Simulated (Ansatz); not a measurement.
Species: H$_{2}$F$_{2}$Ge, SMILES `[F][GeH2][F]` (charge 0, multiplicity 1).

Task: Give a relaxed geometry from Ansatz (a quantum-chemistry and plane-wave program) with B3LYP-D3(BJ)/def2-TZVP.

Result: the end point of this relaxation (outside a Z-matrix the atoms follow the SMILES, hydrogens last).
Bond lengths (Å): F1–Ge2 1.736, Ge2–F3 1.736, Ge2–H4 1.528, Ge2–H5 1.528. Angles (°): F1–Ge2–F3 105.0, F1–Ge2–H4 107.8, F1–Ge2–H5 107.8, F3–Ge2–H4 107.8, F3–Ge2–H5 107.8, H4–Ge2–H5 119.6.
